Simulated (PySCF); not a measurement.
ClK, charge +1, doublet, geometry from GFN2-xTB (such geometries of metal compounds can be far from the true shape) (a state made from the parent by changing its charge; the spin is typed, not shown lowest). Base run: R2SCAN/6-311G** run with PySCF.

Here is a job for PySCF.
```python
from pyscf import gto, scf, dft

mol = gto.M(
    atom='''
K    -0.000000   -0.000000   -1.529491
Cl    0.000000    0.000000    1.709431
''',
    basis='6-311g**',
    charge=1,
    spin=1,
    verbose=4,
)

mf = dft.UKS(mol)
mf.xc = 'r2scan'
mf.kernel()
```

Each row names what was changed in the base input (with any setting that the change needs).

| change | ΔE vs base (µEh) | SCF cycles | <S^2> | outcome |
|---|---|---|---|---|
| base | 0.0 | 8 | 0.753 | converged |
| solver = newton | 0.0 | - | 0.753 | converged |
| DIIS = EDIIS | 0.0 | 24 | 0.753 | converged |
| init_guess = 1e | 9588 | 18 | 0.753 | another SCF solution |
| diis = off; damp = 0.3 (with mf.diis_start_cycle = 200; with mf.max_cycle = 150) | 0.0 | 11 | 0.753 | converged |
| diis = off (with mf.max_cycle = 100) | 0.0 | 27 | 0.753 | converged |
| conv_tol = 1e-12 | - | 50 | - | not converged |
| diis_space = 2 | 0.0 | 9 | 0.753 | converged |
| diis = off; damp = 0.6 (with mf.diis_start_cycle = 200; with mf.max_cycle = 150) | 0.0 | 20 | 0.753 | converged |
| solver = newton; init_guess = 1e | -0.4 | - | 0.753 | converged |
| level_shift = 1.0 (with mf.max_cycle = 100) | 0.8 | 29 | 0.753 | converged |
| level_shift = 0.5 (with mf.max_cycle = 100) | 0.9 | 17 | 0.753 | converged |
| init_guess = sap | 0.1 | 11 | 0.753 | converged |

A guess, shift, damping, solver or small numerical setting can't move a converged solution much, so rows marked as another SCF solution ended in a different state.

Open shells are given as the SCF converged; they aren't shown to be the lowest states, and a large step between rows can be another state.
